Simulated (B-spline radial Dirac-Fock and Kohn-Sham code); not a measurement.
## How the binding energies of Pt⁴⁺ add up

System: platinum as Pt⁴⁺, [Xe] 4f14 5d6, inside a Watson sphere of charge -4 and radius 2.4 Å (a model of the Madelung potential; inside it an electron's potential energy is raised by 24.0 eV); nuclear rms radius 5.427 fm (A = 195).

Input of the calculation (task.json; shells as n, l, electrons):

```json
{"items": [{
  "Z": 78,
  "q": 4,
  "cfg": [[1, 0, 2], [2, 0, 2], [2, 1, 6], [3, 0, 2], [3, 1, 6], [3, 2, 10], [4, 0, 2], [4, 1, 6], [4, 2, 10], [4, 3, 14], [5, 0, 2], [5, 1, 6], [5, 2, 6]],
  "A": 195,
  "rrms": 5.427,
  "watson": [-4, 2.4],
  "do": ["binding"]
}]}
```

Launch: `python xray_run.py task.json out`

The computed values come from a radial atomic solver: ΔSCF Dirac-Fock with Breit, self-energy and vacuum polarisation, finite nucleus, configuration average. The model has no electron correlation. Energies are counted from the vacuum level.

All terms are in eV, carry their sign (relaxation lowers the binding energy) and add up to the binding energy; ⟨r⟩ is the mean radius of the orbital in the initial state.

| subshell | −ε (Koopmans) | relaxation | Breit | self-energy | vacuum polarisation | binding energy | ⟨r⟩ (bohr) |
| --- | --- | --- | --- | --- | --- | --- | --- |
| K (1s) | 78937.2 | -90.31 | -273.04 | -180.03 | 36.25 | 78430.0 | 0.017 |
| L1 (2s) | 14033.7 | -53.65 | -31.18 | -26.63 | 5.05 | 13927.3 | 0.072 |
| L2 (2p1/2) | 13423.5 | -58.40 | -51.61 | -0.59 | 0.29 | 13313.1 | 0.059 |
| L3 (2p3/2) | 11691.4 | -54.79 | -30.55 | -2.10 | -0.17 | 11603.8 | 0.068 |
| M1 (3s) | 3384.3 | -29.64 | -5.72 | -6.16 | 1.14 | 3343.9 | 0.186 |
| M2 (3p1/2) | 3111.9 | -30.80 | -9.81 | -0.27 | 0.07 | 3071.1 | 0.177 |
| M3 (3p3/2) | 2725.8 | -28.83 | -5.35 | -0.53 | -0.05 | 2691.1 | 0.192 |
| M4 (3d3/2) | 2278.3 | -31.81 | -4.25 | 0.43 | -0.05 | 2242.6 | 0.168 |
| M5 (3d5/2) | 2195.9 | -31.11 | -2.70 | 0.21 | -0.05 | 2162.2 | 0.172 |
| N1 (4s) | 784.9 | -11.74 | -1.17 | -1.52 | 0.28 | 770.8 | 0.415 |
| N2 (4p1/2) | 668.4 | -11.64 | -2.05 | -0.05 | 0.02 | 654.7 | 0.418 |
| N3 (4p3/2) | 575.4 | -10.45 | -0.96 | -0.11 | -0.01 | 563.9 | 0.450 |
| N4 (4d3/2) | 384.4 | -10.31 | -0.57 | 0.11 | -0.01 | 373.6 | 0.461 |
| N5 (4d5/2) | 366.8 | -9.90 | -0.24 | 0.06 | -0.01 | 356.7 | 0.472 |
| N6 (4f5/2) | 121.1 | -9.36 | 0.13 | 0.07 | -0.01 | 111.9 | 0.508 |
| N7 (4f7/2) | 117.5 | -9.15 | 0.25 | 0.06 | -0.01 | 108.6 | 0.514 |
| O1 (5s) | 146.9 | -2.40 | -0.19 | -0.29 | 0.05 | 144.1 | 0.959 |
| O2 (5p1/2) | 106.7 | -2.09 | -0.30 | 0.00 | 0.00 | 104.3 | 1.031 |
| O3 (5p3/2) | 90.70 | -1.71 | -0.11 | -0.01 | 0.00 | 88.86 | 1.115 |
| O4,5 (5d) | 35.58 | -0.94 | 0.00 | 0.01 | 0.00 | 34.64 | 1.440 |

For the deepest level, K (1s), the Breit terms make up -0.348 % of the binding energy, QED -0.183 % and orbital relaxation -0.115 %.

Spin-orbit splittings: 2p 1709.4 eV, 3p 380.1 eV, 3d 80.39 eV, 4p 90.85 eV, 4d 16.86 eV, 4f 3.31 eV, 5p 15.49 eV.
